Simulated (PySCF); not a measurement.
**Polarisability and C₆ of Sc+ (scandium, charge +1)**

[Ar] 3d1 4s1, high-spin 3D determinant. All numbers are calculated (PySCF 2.14, scalar relativity by spin-free X2C-1e, in aug-cc-pVQZ-DK (9s8p6d4f3g2h, 140 functions)). Coupled (time-dependent) response in atomic units; α is the mean over directions.

```json
{"method": "PBE", "mean α (bohr³)": "58.85", "α xx, yy, zz": "58.06, 58.06, 60.43", "C₆ (like pair)": "398.9", "S(−4)": "3011"}
```

S(−4) is the Cauchy moment in α(ω) = α(0) + S(−4) ω² + …

α(iu) at PBE:

```csv
u (hartree),α(iu) (bohr³)
0,58.85
0.0500,52.24
0.100,39.48
0.200,21.22
0.300,13.05
0.500,6.967
0.750,4.354
1.00,3.143
1.50,1.932
2.00,1.314
3.00,0.7140
5.00,0.3036
```

A single London oscillator, α(iu) = α/(1 + u²/ω²), gives C₆ = (3/4) ω α². Matching the computed C₆ needs ω = 4 × 398.9 / (3 × 58.85²) = 0.154 hartree.

For an ion, C₆ is the dispersion term alone; charge-induced terms of lower order in 1/R come first.

The components differ because the open shell of this determinant is not spherical; for a pure term their mean is the scalar polarisability.
